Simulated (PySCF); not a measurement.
SnF4, SMILES [F][Sn]([F])([F])[F].

Geometry optimised at PBE0-D3(BJ)/def2-SVP. The isomer is the one that the SMILES or the coordinates give; other isomers of the formula were not compared. The def2 effective core potentials stand for the cores of Sn; spin–orbit coupling is left out.

All values below come from TDDFT-M06-2X/def2-SVPD run with PySCF.

Vertical excitations; the highest root listed may be one member of a degenerate set. Gas-phase values at a fixed geometry. State labels are in the subgroup D2.

Computed lowest excited states:
```json
[
 {"state": "S1", "symmetry": "B1", "energy (eV)": "7.45", "λ (nm)": "167", "f": "0.000", "main pairs": "HOMO−5→LUMO (degenerate set)"},
 {"state": "S2", "symmetry": "B2", "energy (eV)": "7.45", "λ (nm)": "167", "f": "0.000", "main pairs": "HOMO−4→LUMO (degenerate set)"},
 {"state": "S3", "symmetry": "B3", "energy (eV)": "7.45", "λ (nm)": "167", "f": "0.000", "main pairs": "HOMO−3→LUMO (degenerate set)"},
 {"state": "S4", "symmetry": "A", "energy (eV)": "7.75", "λ (nm)": "160", "f": "0.000", "main pairs": "HOMO−6→LUMO (degenerate set)"},
 {"state": "S5", "symmetry": "A", "energy (eV)": "7.75", "λ (nm)": "160", "f": "0.000", "main pairs": "HOMO−7→LUMO (degenerate set)"},
 {"state": "S6", "symmetry": "B1", "energy (eV)": "7.85", "λ (nm)": "158", "f": "0.112", "main pairs": "HOMO−2→LUMO (degenerate set)"},
 {"state": "S7", "symmetry": "B3", "energy (eV)": "7.85", "λ (nm)": "158", "f": "0.112", "main pairs": "HOMO→LUMO (degenerate set)"},
 {"state": "S8", "symmetry": "B2", "energy (eV)": "7.85", "λ (nm)": "158", "f": "0.112", "main pairs": "HOMO−1→LUMO (degenerate set)"},
 {"state": "S9", "symmetry": "B3", "energy (eV)": "9.54", "λ (nm)": "130", "f": "0.099", "main pairs": "HOMO−8→LUMO (degenerate set)"},
 {"state": "S10", "symmetry": "B1", "energy (eV)": "9.54", "λ (nm)": "130", "f": "0.099", "main pairs": "HOMO−10→LUMO (degenerate set)"},
 {"state": "T1", "symmetry": "B2", "energy (eV)": "7.01", "λ (nm)": "177", "f": "0", "main pairs": "HOMO−1→LUMO (degenerate set)"},
 {"state": "T2", "symmetry": "B3", "energy (eV)": "7.01", "λ (nm)": "177", "f": "0", "main pairs": "HOMO→LUMO (degenerate set)"},
 {"state": "T3", "symmetry": "B1", "energy (eV)": "7.01", "λ (nm)": "177", "f": "0", "main pairs": "HOMO−2→LUMO (degenerate set)"},
 {"state": "T4", "symmetry": "B1", "energy (eV)": "7.04", "λ (nm)": "176", "f": "0", "main pairs": "HOMO−5→LUMO 89 %"}
]
```
Triplets are in the Tamm–Dancoff approximation, which puts them higher than full response would, so one can lie above its singlet here.
